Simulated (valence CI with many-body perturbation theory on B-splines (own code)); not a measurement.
**Hyperfine factors and g values of Ru XXIV**

Computed by valence CI with perturbative core correlation (CI+MBPT): three valence electrons over a frozen Dirac-Fock core [Ar], radial functions for each j: 7 s, 7 p, 8 d, 6 f, 4 g, 1 h, with the one-electron correlation potential Σ1 (screened to all orders), the two-electron term Σ2, the three-electron term Σ3, Breit, model QED; selected single and double excitations, second order for the rest, scaled by the run's own slope (own B-spline code, finite nucleus).

No measured spectrum was set against this ion. As an estimate, terms of the open shell hold to 2 to 4 % of their energy, and close levels can change places. Only levels of the ground parity were solved; by the run's estimate the other parity begins above the list, which can be wrong where configurations are misplaced.

A/g_I is the dipole constant over the nuclear g factor μ/I (μ in nuclear magnetons, uniformly magnetised nucleus), B/Q the quadrupole constant per barn. Both hold the static response of the core; the bare values leave it out. Large factors of s and p1/2 electrons are usually good to 5 to 10 %; those of open d and f shells near neutrality can be off by tens of per cent, and small factors of p3/2, d and f electrons come from cancelling terms and can be off by a factor of two or in sign, in half-filled shells by more. B is blank for J = 1/2, where it vanishes, and for nearly pure S terms. Energies count from the lowest level.

Names give the largest LS component (configuration and term), which can be under half, so a name can repeat, a term be missing and a line seem to break the LS rules; names also repeat where a configuration has a term twice. Letters in brackets count levels of one name in rising energy.

| Level | E (cm⁻¹) | g | A/g_I (MHz) | A/g_I bare | B/Q (MHz/b) | B/Q bare |
| --- | --- | --- | --- | --- | --- | --- |
| 3d3 4F_3/2 | 0.0 | 0.464 | 14400 | 14100 | -4310 | -4420 |
| 3d3 4F_5/2 | 23326 | 1.033 | 8200 | 8240 | -3320 | -3410 |
| 3d3 4F_7/2 | 43075 | 1.202 | 7030 | 7180 | -3000 | -3080 |
| 3d3 4F_9/2 | 57450 | 1.248 | 7420 | 7590 | -1500 | -1550 |
| 3d3 4P_3/2 | 66076 | 1.415 | 6760 | 7030 | -5330 | -5470 |
| 3d3 4P_1/2 | 75138 | 2.166 | -7630 | -6800 |  |  |
| 3d3 2G_7/2 | 96046 | 0.928 | 9100 | 9080 | 4470 | 4590 |
| 3d3 2H_9/2 | 100230 | 1.050 | 8160 | 8210 | 9830 | 10100 |
| 3d3 4P_5/2 | 105170 | 1.558 | 2210 | 2610 | 7700 | 7880 |
| 3d3 2D_3/2 [a] | 118270 | 1.172 | 7770 | 7900 | -8280 | -8490 |
| 3d3 2P_1/2 | 126280 | 1.164 | -728 | -542 |  |  |
| 3d3 2H_11/2 | 136310 | 1.088 | 8000 | 8080 | 18000 | 18400 |
| 3d3 2D_5/2 [a] | 145690 | 1.211 | 7090 | 7250 | -4510 | -4620 |
| 3d3 2G_9/2 | 152280 | 1.047 | 6740 | 6800 | 6910 | 7080 |
| 3d3 2P_3/2 | 170480 | 1.199 | 6610 | 6760 | 1260 | 1290 |
| 3d3 2F_5/2 | 179860 | 0.899 | 7270 | 7250 | 11100 | 11400 |
| 3d3 2F_7/2 | 180090 | 1.132 | 7930 | 8040 | 4770 | 4900 |
| 3d3 2D_3/2 [b] | 268260 | 0.801 | 12700 | 12600 | 10600 | 10900 |
| 3d3 2D_5/2 [b] | 269090 | 1.171 | 6130 | 6280 | 8010 | 8210 |

(1) Take the isotope of mass number 99, with I = 5/2, μ = -0.641 μN and Q = 0.079 b. What is the hyperfine structure of 3d3 2G_7/2?

Results:

(1) From the table A = -2330 MHz, B = 353 MHz. Shifts from the centre of gravity in MHz: F = 1: 26400, F = 2: 21600, F = 3: 14500, F = 4: 5140, F = 5: -6500, F = 6: -20300.
